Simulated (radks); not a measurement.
Results of a calculation; reference values are marked as such.
The table gives one normalised radial function P(r) = r R(r) of Mg2+ in [Ne] (r in bohr). Code: a radial shooting solver on a logarithmic mesh with Libxc functionals. Model: non-relativistic Kohn-Sham, r2SCAN, spin-polarised, spherical densities, point nucleus; meta-GGA in the generalised Kohn-Sham scheme.

r              P
0.004173   0.0809
0.005656   0.1077
0.007665   0.1425
0.01047    0.1880
0.01419    0.2434
0.01923    0.3097
0.02607    0.3849
0.03533    0.4625
0.04826    0.5307
0.06541    0.5630
0.08864    0.5286
0.1201     0.3899
0.1628     0.1195
0.2207    -0.2768
0.3015    -0.7402
0.4086    -1.1061
0.5537    -1.2402
0.7504    -1.0871
1.017     -0.7371
1.389     -0.3617
1.883     -0.1221
2.552     -0.0247

Which n and l does it have? It may be an empty orbital.

Answer. n = 2, l = 0: the number of nodes gives n - l - 1 = 1, the rise at small r (about r^(l+1)) gives l, and the extent must fit the shell. The curve is that of 2s. 2s: eigenvalue -102.61 eV, 1 radial node at r = 0.180 bohr, <r> = 0.695 bohr, 90 % of the charge inside 1.10 bohr.
